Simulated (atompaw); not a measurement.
# Plane-wave convergence, PAW (atompaw) potential for Ir

```json
{"Element": "iridium (Ir)", "Generator": "atompaw 4.2.0.5", "Type": "PAW", "Functional": "PBEsol", "Relativity": "scalar-relativistic", "Frozen core": "[Kr] 4d10 4f14 5s2", "Valence charge": "15", "Reference configuration": "5p6 5d7 6s2 6p0", "Partial waves": "6s (bound): rc 2.20 bohr; 6s channel at 0.7 Ry: rc 2.20 bohr; 5p (bound): rc 1.45 bohr; 6p (bound, empty): rc 1.60 bohr; 5d (bound): rc 2.20 bohr; 5d channel at 2.15 Ry: rc 2.20 bohr", "Local potential": "bessel scheme, radius 2.00 bohr", "Core correction": "smooth core density matched at 1.65 bohr", "Augmentation charge": "besselshape compensation charge, radius 2.05 bohr; PAW radius 2.20 bohr; waves and projectors: custom polynom2 7 10 vanderbiltortho"}
```

The pseudo-atom Hamiltonian at the reference potential is diagonalised in spherical Bessel functions j_l(qr) that vanish at 20 bohr, with q² up to the cutoff. All-electron valence levels (Ry): 6s -0.4686, 5p -4.0219, 6p -0.0864, 5d -0.5274.

How do the lowest levels (Ry) of each channel move with the cutoff, and are there ghosts?

| cutoff (Ry) | s #1 | s #2 | s #3 | p #1 | p #2 | d #1 | d #2 | f #1 | Σ f·Δε (mRy) |
| --- | --- | --- | --- | --- | --- | --- | --- | --- | --- |
| 8 | -0.9331 | -0.4629 | 0.0081 | -2.8716 | -0.0382 | -0.2332 | 0.0686 | 0.1139 | 8972.8 |
| 18 | -4.1131 | -0.4684 | 0.0079 | -3.9562 | -0.0848 | -0.5269 | 0.0667 | 0.1139 | 398.0 |
| 30 | -4.1192 | -0.4686 | 0.0078 | -4.0183 | -0.0863 | -0.5273 | 0.0667 | 0.1139 | 22.3 |
| 50 | -4.1233 | -0.4686 | 0.0078 | -4.0202 | -0.0863 | -0.5273 | 0.0667 | 0.1139 | 10.7 |
| 80 | -4.1247 | -0.4686 | 0.0078 | -4.0209 | -0.0863 | -0.5274 | 0.0667 | 0.1139 | 6.4 |
| 120 | -4.1252 | -0.4686 | 0.0078 | -4.0211 | -0.0863 | -0.5274 | 0.0667 | 0.1139 | 4.5 |
| 180 | -4.1254 | -0.4686 | 0.0078 | -4.0216 | -0.0864 | -0.5274 | 0.0667 | 0.1139 | 1.7 |
| 300 | -4.1255 | -0.4686 | 0.0078 | -4.0218 | -0.0864 | -0.5274 | 0.0667 | 0.1139 | 0.2 |
| 400 | -4.1255 | -0.4686 | 0.0078 | -4.0219 | -0.0864 | -0.5274 | 0.0667 | 0.1139 | 0.0 |

Result: ghost state, extra bound levels that the all-electron valence spectrum of the same l lacks: s at -56.1 eV (a true bound ghost makes a file unfit for plane-wave use); 10 mRy is reached at 60 Ry and 1 mRy at 230 Ry.
